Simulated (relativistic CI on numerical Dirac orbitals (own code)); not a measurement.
## What each ingredient does to the levels of Ce43+

Base calculation: Dirac-Coulomb-Breit CI, orbitals from a KLI potential per configuration, QED by a radiative potential, unscaled Slater integrals.

Configuration list (outside the closed core [Ne]): 3s2 3p3, 3s 3p4, 3s2 3p2 3d, 3p5, 3s 3p3 3d, 3p4 3d, 3s 3p2 3d2, 3s2 3p 3d 4p, 3p4 4s, 3s 3p2 3d 4s, 3p4 4p, 3s2 3p2 4s, 3s2 3p 3d2, 3s2 3d3, 3s 3p 3d3, 3s2 3d2 4s, 3p3 3d2, 3p2 3d3, 3p2 3d2 4s, 3s2 3p 3d 4s, 3s 3p 3d2 4s, 3s2 3d 4s2, 3s 3p2 3d 4p, 3s 3p 3d2 4p, 3p2 3d2 4p, 3s 3p 3d 4s 4p. Double excitations out of closed p, d and f shells are left out; levels of such configurations are missing from the list, as are those of other unlisted configurations, and high levels can miss mixing partners.

Variants: (1) valence Slater integrals scaled by 0.9; (2) configuration mixing switched off; (3) only the first 3 configurations. Shifts of the energy above 3s2 3p3 2P°_3/2, in eV, for the lowest level and the first level of each name with at least 55 % of one term (blank where a level changes its place among those of its configuration and J or its character, or is not in the variant):

```json
{"Level": "3s2 3p3 2P°_3/2", "Base": "0.000", "Δ(1)": "0.000", "Δ(2)": "0.000", "Δ(3)": "0.000"}
{"Level": "3s2 3p3 2D°_5/2", "Base": "111.016", "Δ(1)": "+0.101", "Δ(2)": "+0.451", "Δ(3)": "+0.451"}
{"Level": "3s2 3p3 2P°_1/2", "Base": "122.186", "Δ(1)": "-0.874", "Δ(2)": "+1.506", "Δ(3)": "+1.506"}
{"Level": "3s 3p4 4P_5/2", "Base": "224.368", "Δ(1)": "+1.677", "Δ(2)": "+0.596", "Δ(3)": "-1.880"}
{"Level": "3s2 3p2 3d 4D_1/2", "Base": "270.177", "Δ(1)": "+1.516", "Δ(2)": "-0.519", "Δ(3)": "-1.554"}
{"Level": "3s2 3p2 3d 2G_9/2", "Base": "304.004", "Δ(1)": "+0.558", "Δ(2)": "-2.015", "Δ(3)": "-2.015"}
{"Level": "3s 3p4 2D_5/2", "Base": "350.152", "Δ(1)": "+0.522", "Δ(2)": "+2.327", "Δ(3)": "-0.210"}
{"Level": "3s2 3p2 3d 4F_9/2", "Base": "410.462", "Δ(1)": "+1.068", "Δ(2)": "-1.037", "Δ(3)": "-1.037"}
```

At this charge energies of transitions that change n are usually good to better than 1 %, and those within a shell (Δn = 0) to a few per cent.

Ionisation energy from the two ground configurations alone: base 3365.59 eV. The NIST ASD value (theoretical) is 3366 eV.

LS names give the leading component of a level, which can be under half, so a name can repeat, a term be missing and a line seem to break the LS rules.
